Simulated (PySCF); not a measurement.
Bi(H)2(OH) (BiH3O), SMILES [OH][BiH2].

Coordinates come from a PBE0-D3(BJ)/def2-TZVP optimisation. The def2 effective core potentials stand for the cores of Bi; spin–orbit coupling is left out.

Method: PBE0/def2-TZVPD (PySCF).

Symmetry labels are those of the subgroup Cs that the program uses (full group Cs).

### Question
List the valence orbital energies around the gap with their symmetry. (Estimate from the structure and the level; the computed values follow.)

### Answer

```
orbital  symmetry  energy (eV)
-------  --------  -----------
HOMO−7         A'       -29.51
HOMO−6         A'       -26.56
HOMO−5         A'       -17.12
HOMO−4         A'       -12.65
HOMO−3         A"        -9.67
HOMO−2         A'        -9.24
HOMO−1         A"        -8.09
HOMO           A'        -7.94
LUMO           A'        -1.28
LUMO+1         A'        -0.33
LUMO+2         A"        -0.21
LUMO+3         A'         1.16
```
